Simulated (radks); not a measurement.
The antimony anion Sb3-, [Xe], held by a Watson sphere: a shell of charge +3.45 at radius R that stands for the Madelung well of a crystal (potential energy -3.45/R inside, -3.45/r outside, in hartree with lengths in bohr). Method: scalar-relativistic Kohn-Sham, PBE, spin-polarised, spherical densities, point nucleus; computed with a radial shooting solver on a logarithmic mesh with Libxc functionals. Response by self-consistent Sternheimer equations with the Hartree and adiabatic LDA kernel, the relativistic mass of each level held fixed and spin-orbit coupling left out. The sphere does not respond.

\begin{tabular}{lrrrrrrr}
R (bohr) & e(4d) (eV) & e(5s) (eV) & e(5p) (eV) & <r> 5p (bohr) & sum of <r^2> (bohr^2) & X-ray form factor at sin(theta)/lambda = 0.2 1/angstrom & alpha (bohr^3) \\ \hline
2.93 & -35.249 & -17.084 & -9.661 & 2.854 & 88.93 & 40.812 & 51.77 \\
2.97 & -35.142 & -16.943 & -9.569 & 2.870 & 89.66 & 40.800 & 53.10 \\
4.58 & -32.686 & -12.996 & -6.381 & 3.499 & 120.4 & 40.760 & 145.5 \\
5.03 & -32.284 & -12.346 & -5.727 & 3.663 & 129.5 & 40.801 & 190.2 \\
5.4 & -32.002 & -11.913 & -5.261 & 3.794 & 137.4 & 40.833 & 235.7 \\
\end{tabular}
